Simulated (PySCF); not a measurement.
A structure optimised at ωB97X-D3(BJ)/def2-TZVPD, used in a PySCF frequency run:

```
N
H 1 1.0143
P 1 1.4476 2 180.00
```
Charge +1, spin multiplicity 1.

Q: Write its SMILES, formula and point group.

A: [NH+]#P, HNP, C∞v

Q: What are its rotational constants (standard atomic weights)?

A: 20.884 GHz (linear rotor, B only)
